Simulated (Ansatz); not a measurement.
Basis-set series for `Cl[CH]([GeH3])Br`. The species carries charge 0 and has multiplicity 1. The geometry is a stationary point of PBE0-D4/def2-TZVP.

```
atom    x (Å)    y (Å)    z (Å)
 Cl1   1.1412  -0.1736   1.9542
  C2  -0.2620  -0.2560   0.8839
 Ge3   0.1999   0.4231  -0.9160
 Br4  -0.9512  -2.0667   0.7405
  H5  -1.0576   0.3157   1.3542
  H6   0.6982   1.8671  -0.7583
  H7  -1.0655   0.3751  -1.7823
  H8   1.2971  -0.4846  -1.4763
```

| functional | basis | functions | energy (Eh) | HOMO (eV) | LUMO (eV) |
| --- | --- | --- | --- | --- | --- |
| PBE0-D4 | def2-SVP | 116 | -5150.35138 | -7.78 | -0.59 |
| PBE0-D4 | def2-TZVPP | 225 | -5151.13038 | -7.90 | -0.87 |
| ωB97M-V | def2-SVP | 116 | -5150.79712 | -9.94 | 1.55 |
| ωB97M-V | def2-TZVPP | 225 | -5151.57430 | -10.09 | 1.18 |

(1) Give the rows for def2-QZVPP. (Best estimate.)

## Answers

(1) Computed: 
| functional | basis | functions | energy (Eh) | HOMO (eV) | LUMO (eV) |
| --- | --- | --- | --- | --- | --- |
| PBE0-D4 | def2-QZVPP | 425 | -5151.24392 | -7.92 | -1.00 |
| ωB97M-V | def2-QZVPP | 425 | -5151.68448 | -10.11 | 0.90 |

Positive LUMOs are unbound and depend on the basis. Scalar relativity is left out up to krypton.
